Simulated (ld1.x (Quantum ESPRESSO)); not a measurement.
Reading a pseudo-wave (neodymium)

Columns: radius, all-electron u(r) and pseudo u(r) of the 5d shell (level -2.41 eV) of neodymium in the configuration [Kr] 4d10 4f3.5 5s2 5p6 5d0.5 6s2 6p0; PBE, scalar-relativistic, TM scheme, ld1.x (Quantum ESPRESSO) 7.5.

```csv
r (bohr),all-electron,pseudo
0.148,0.1639,0.0012
0.295,-0.0213,0.0093
0.443,-0.2231,0.0302
0.590,-0.2432,0.0669
0.738,-0.1395,0.1203
0.885,0.0089,0.1871
1.033,0.1587,0.2630
1.180,0.2883,0.3406
1.328,0.3932,0.4143
1.475,0.4720,0.4777
1.623,0.5284,0.5282
1.770,0.5652,0.5640
1.918,0.5869,0.5862
2.065,0.5964,0.5964
2.213,0.5970,0.5972
2.360,0.5909,0.5911
2.508,0.5800,0.5801
2.655,0.5658,0.5658
2.802,0.5494,0.5494
2.950,0.5315,0.5315
3.098,0.5128,0.5128
3.245,0.4939,0.4939
3.393,0.4747,0.4747
3.540,0.4557,0.4557
3.688,0.4368,0.4368
3.835,0.4182,0.4182
```

(1) How many radial nodes do the two functions have?

(2) Is the pseudo-wave norm-conserving?

Answers

(1) The all-electron 5d function has n − l − 1 = 2; the pseudo-wave has 0, since the states of the same l below it are removed with the core.

(2) Yes: the TM scheme keeps the norm inside the radius equal to the all-electron one, which fixes the energy derivative of the logarithmic derivative at the level.
